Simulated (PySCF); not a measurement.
Species: C4H3F3NO2 (doublet state).
Cartesian coordinates in Å at the GFN2-xTB level; atoms count from 1:
```
atom  x, y, z in Å
O1     3.9533   -0.0087    0.9063
C2     3.0843    0.4483    0.2194
N3     1.7959    0.1394    0.0922
C4     0.9415    0.7982   -0.7699
C5    -0.3457    0.5003   -0.9042
O6    -0.9090   -0.5411   -0.1362
C7    -2.1961   -0.7638   -0.3301
F8    -2.5929   -1.7560    0.4527
F9    -2.9714    0.2982   -0.0550
F10   -2.4965   -1.1050   -1.5944
H11    1.3667   -0.6164    0.6363
H12    1.3773    1.5949   -1.3514
H13   -1.0117    1.0123   -1.5763
```

The hyperfine couplings belong to this conformer and change with its torsions.

As a line formula: `O=[C]N/C=C\OC(F)(F)F` [radical].

Level of theory: UKS B3LYP, pcH-1 on C F H N O, non-relativistic, mean-field spin-orbit, GIAO in PySCF. Geometry: GFN2-xTB, one conformer, isolated molecule. A GFN2-xTB geometry isn't a minimum of the functional, and hyperfine couplings can be far from their values at a DFT geometry. The SCF solution wasn't tested for stability.

Give the principal g shifts and their parts.

```csv
Δg (ppm),1,2,3
relativistic mass correction,-233,-233,-233
gauge correction,45,24,-77
orbital Zeeman/spin–orbit,-3310,-170,2232
total,-3497,-379,1922
```

So g = 1.99882, 2.00194, 2.00424 and g_iso = 2.00167; the tensor is rhombic: the two nearest values differ by 42 % of g3 − g1. 

At 94.11 GHz, how far is the centre of the isotropic spectrum from where a free electron (g = 2.002319) resonates?

B = hν/(g μB) with μB/h = 13.99624 MHz/mT gives 3358.08 mT for the free electron and 3359.17 mT at g_iso, 1.09 mT higher.

Average each term over the three axes. Which is largest in size?

The orbital-Zeeman/spin–orbit term -416, the mass correction -233 and the gauge correction -3 ppm, for a total of -652 ppm. The orbital-Zeeman/spin–orbit term is the largest in size. The mass correction is the same along every axis, so the anisotropy comes from the other two: their spans along these axes are 123 (gauge) and 5542 ppm (orbital Zeeman/spin–orbit).

In a frozen sample, at which fields do the three g values resonate at 9.5, 34, 94 and 263 GHz (hyperfine left aside), and which band first spreads them over more than twice a line width of 0.5 mT?

```json
{"band": "X", "GHz": "9.5", "B(g3) mT": "338.66", "B(g2) mT": "339.05", "B(g1) mT": "339.58", "spread mT": "0.92"}
{"band": "Q", "GHz": "34.0", "B(g3) mT": "1212.04", "B(g2) mT": "1213.43", "B(g1) mT": "1215.33", "spread mT": "3.29"}
{"band": "W", "GHz": "94.0", "B(g3) mT": "3350.94", "B(g2) mT": "3354.79", "B(g1) mT": "3360.02", "spread mT": "9.08"}
{"band": "J", "GHz": "263.0", "B(g3) mT": "9375.50", "B(g2) mT": "9386.27", "B(g1) mT": "9400.91", "spread mT": "25.42"}
```

The spread grows in proportion to the frequency. Q band is the first where it exceeds 1.0 mT.

The largest Mulliken spin populations are on C2 (+0.65), O1 (+0.29) and H11 (+0.06).

The HOMO–LUMO gaps are 5.43 eV among the α and 4.63 eV among the β orbitals.
